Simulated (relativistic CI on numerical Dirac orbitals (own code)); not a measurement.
Calculated at this level of theory: Dirac-Coulomb-Breit CI, separate exchange-only KLI orbitals for each configuration, model QED, unscaled Slater integrals (own radial code, finite nucleus).

The strongest absorption lines from the ground level of an ion, among the configurations computed and to levels below about 1090 eV (vacuum wavelength in Å, gf): 15.751 (0.13), 15.809 (0.037), 20.242 (0.0059), 20.732 (0.005), 21.835 (0.35), 22.017 (0.17), 156.87 (0.6), 243.14 (0.017).

(1) Which ion is it?
A. Kr24+
B. Ge20+
C. Kr22+
D. Se22+

Answers

(1) A. Kr24+ has 12 electrons and the ground level 3s² ¹S0; the strongest line goes to 3s3p ¹P°1. The pattern of lines fixes the number of electrons, and along that sequence the line energies rise steadily with the charge (about as its square where n changes within one kind of shell, about linearly where n is kept but much faster in heavy ions where fine structure, which grows about as Z⁴, sets the gap, and irregularly where shells cross), which fixes Z. Configurations outside the model, such as inner-shell arrays, can give stronger lines. At this charge energies of transitions that change n are usually good to better than 1 %, and those within a shell (Δn = 0) to a few per cent.

LS names give the leading component of a level, which can be under half, so a name can repeat, a term be missing and a line seem to break the LS rules.
